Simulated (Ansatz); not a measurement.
```yaml
crystal:
  periodic: [false, false, false]
  atoms:
    - {symbol: O, position_ang: [0.803989, -0.725321, 0.693105]}
    - {symbol: Ga, position_ang: [-0.152103, 0.445333, -0.262059]}
    - {symbol: H, position_ang: [0.400179, -1.592137, 0.767665]}
    - {symbol: H, position_ang: [-1.510394, -0.050504, -0.860849]}
    - {symbol: H, position_ang: [0.508229, 1.849029, -0.379261]}
basis:
  gaussian: {orbitals: "6-311G**", fitting: {mean_field: cc-pVTZ-jkfit}}
hamiltonian: {xc: {name: B2PLYP}}
accuracy: high
output: {forces: true}
```

```sh
$ ansatz run in.yaml --threads 2 --pin off --events-out ev --progress --plain --max-ram 32768MiB --backend cpu
```

Task: How does Ansatz answer? (An estimate is asked.)

Result: Computed: The program refused the input.
```
Error: <dir> can't be read: No such file or directory (os error 2)
```
